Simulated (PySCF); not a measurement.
## Correlation energy of Ar⁺ (argon, charge +1)

[Ne] 3s2 3p5, 2P determinant. Computed with PySCF 2.14 in cc-pV(T+d)Z (5s4p3d1f, 39 functions), with the non-relativistic Hamiltonian (point nucleus). Frozen: [Ne]; 7 electrons correlated.

MP2 pair energies summed by pair of shells (mhartree):

```csv
pair,energy,share (%)
3p-3p,-104.95,63.2
3s-3p,-51.95,31.3
3s-3s,-9.28,5.6
```

Total MP2 correlation energy: -166.19 mhartree.

Same-spin part -38.41 and opposite-spin part -127.78 mhartree; SCS-MP2 scales them by 1/3 and 6/5 to -166.14 mhartree.

```json
{"level": "CCSD", "correlation energy (mhartree)": "-191.37"}
{"level": "(T)", "correlation energy (mhartree)": "-5.33"}
{"level": "CCSD(T)", "correlation energy (mhartree)": "-196.70"}
```

Diagnostics: T1 = 0.0065, D1 = 0.0221, largest double amplitude 0.054.

Is a single reference adequate?

Yes: T1 lies below 0.03 and no double amplitude reaches 0.07.
